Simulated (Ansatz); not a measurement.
The cluster BaSe2⁻, relaxed as a quartet with UKS PBE-D4/def2-TZVPD in Ansatz, starting from the PBE-D4/def2-TZVPD geometry of the charge -1 doublet. Force threshold 0.02 eV/Å.

In the def2 sets Ba takes a core potential; there is no spin–orbit coupling. The highest occupied level of the charge -1 quartet lies above zero (up to 0.63 eV). It is a level of α spin, whose loss leaves a triplet; that state wasn't run at this geometry and level. The electron is either unbound and held by the finite basis, or the level is raised by self-interaction error. The gap within one spin of the charge -1 quartet nearly closes, so an electron or hole may be smeared out by delocalisation error. The relaxation made no stability test and no search for a lower SCF solution. At PBE-D4/def2-TZVPD a doublet of charge -1 lies 1.87 eV below the quartet, each at its own geometry. The structure comes from a short search, and lower isomers may exist.

Start:

Cartesian coordinates in Å:
```
Ba -0.001 0.003 0.001
Se -0.952 -0.700 2.597
Se 0.952 0.697 -2.598
```

Q: Estimate the energy that the relaxation releases and the steps that it takes.

A: 0.06 eV, in 8 steps; 30 s on 4 threads of Arm Neoverse N1 on a shared host. The force fell under the threshold at step 4, but the optimiser went on and released 0.007 eV more. No frequencies were taken in this run, so the end may be a saddle point.

Q: Does the start keep its bonding and symmetry?

A: By distances, no bond broke or formed. The bond that changes most is Ba1–Se2, from 2.85 to 2.97 Å (atoms count from 1). Point group D∞h at the start, C2v at the end, both within 0.05 Å.

Q: Predict the relaxed structure.

A: 
```xyz
3

Ba   -0.0870    0.3356    0.0584
Se   -0.9301   -0.8822    2.6273
Se    1.0172    0.5466   -2.6857
```
Bond lengths: 2 × Ba–Se 2.97 Å.
